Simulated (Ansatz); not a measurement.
Born–Oppenheimer molecular dynamics of CH9N3Si (14 atoms, charge 0, multiplicity 1). It starts from a relaxed structure.

Level of theory: RKS r2SCAN-D4/6-31G in Ansatz.

```
ensemble                      : NVE (velocity Verlet)
time step                     : 1 fs
steps asked                   : 297
starting velocities drawn for : 500 K
seed                          : 19986
```

First frame:

```xyz
14
Properties=species:S:1:pos:R:3
N 0.435 0.999 2.341
C 0.085 1.016 0.931
N -0.337 -0.313 0.517
Si 0.120 -1.125 -0.986
N -0.671 -0.750 -2.517
H 1.231 0.418 2.575
H 0.417 1.890 2.819
H -0.710 1.772 0.812
H 0.911 1.310 0.249
H -1.014 -0.723 1.151
H 1.562 -0.763 -1.218
H -0.155 -2.577 -0.711
H -1.561 -1.141 -2.787
H -0.325 -0.043 -3.150
```

How far do the bonds stretch over the last three quarters of this one trajectory? (Pairs bonded in most of those frames.)


```
   bond  mean (Å)  spread (Å)  shortest  longest
  N1–C2     1.456       0.035      1.38     1.53
  N1–H6     1.015       0.017      0.98     1.05
  N1–H7     1.014       0.017      0.98     1.05
  C2–N3     1.475       0.038      1.40     1.57
  C2–H8     1.101       0.010      1.08     1.12
  C2–H9     1.104       0.023      1.06     1.15
 N3–Si4     1.779       0.030      1.71     1.84
 N3–H10     1.017       0.010      1.00     1.04
 Si4–N5     1.766       0.016      1.73     1.80
Si4–H11     1.510       0.028      1.46     1.56
Si4–H12     1.510       0.029      1.46     1.56
 N5–H13     1.014       0.036      0.95     1.09
 N5–H14     1.015       0.036      0.94     1.09
```

Mean temperature of the second half: 255 K. The conserved energy stayed within 1.5 meV per atom of its start (net change 0.68 meV per atom), so the integration is sound. The temperature averaged 0.51 of the 500 K drawn at the start: a run that starts near a minimum puts about half its kinetic energy into the potential. A run of 0.3 ps of so small a system gives no equilibrium averages. Limits of this set-up: no polarisation functions.

Time of the run: 21 min on 1 thread of Arm Neoverse V2 (shared host), peak memory 0.12 GiB.
